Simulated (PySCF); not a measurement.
C₅H₈O, triplet, at a GFN2-xTB geometry (a higher spin typed on purpose: for a closed-shell molecule this is an excited state) (in this run its highest filled SCF level lies above zero, so its values depend strongly on the basis, on diffuse functions most of all). Base run: PBE/STO-3G (PySCF).

Input for PySCF:
```python
from pyscf import gto, scf, dft

mol = gto.M(
    atom='''
O     0.86318930    1.82604388   -0.65881689
C     0.39416067    0.88422217    0.06974762
C     1.13548103   -0.47991020    0.11471549
C     0.05562020   -1.54252433   -0.04971133
C    -1.18906207   -0.88629544    0.53748609
C    -1.11138974    0.53601838    0.00457658
H     1.91035789   -0.51433876   -0.65290987
H     1.61432395   -0.53869309    1.09695873
H     0.32764508   -2.47140952    0.45320862
H    -0.10284519   -1.75573624   -1.10776262
H    -1.13334590   -0.88192814    1.62670763
H    -2.11348883   -1.37874922    0.23573412
H    -1.44973251    0.59703053   -1.03669143
H    -1.66728948    1.26641014    0.59440322
''',
    basis='sto-3g',
    spin=2,
    verbose=4,
)

mf = dft.UKS(mol)
mf.xc = 'pbe'
mf.kernel()
```

The base run was repeated with changes; each row names its change, and settings that it needs were set with it.

| change | ΔE vs base (µEh) | grid points | electrons on the grid |
|---|---|---|---|
| base | 0.0 | 163136 | 46.00005 |
| grids.becke_scheme = stratmann | -0.3 | 163136 | 46.00005 |
| grids.atom_grid = (50, 194) | 58.5 | 92376 | 45.99979 |
| grids.radi_method = delley | -0.1 | 175088 | 46.00005 |
| grids.prune = dft.gen_grid.sg1_prune | 66.3 | 72504 | 45.99978 |
| grids.radi_method = mura_knowles | 0.1 | 155360 | 46.00005 |
| grids.radi_method = gauss_chebyshev | 0.0 | 159000 | 46.00005 |
| grids.level = 1 | 53.7 | 50856 | 45.99984 |
| grids.atom_grid = (99, 590) | 7.0 | 453544 | 46.00000 |
| grids.level = 5 | 7.1 | 446192 | 46.00000 |
| grids.atom_grid = (75, 302) | 0.0 | 203376 | 46.00005 |

Open shells are given as the SCF converged; they aren't shown to be the lowest states, and a large step between rows can be another state.
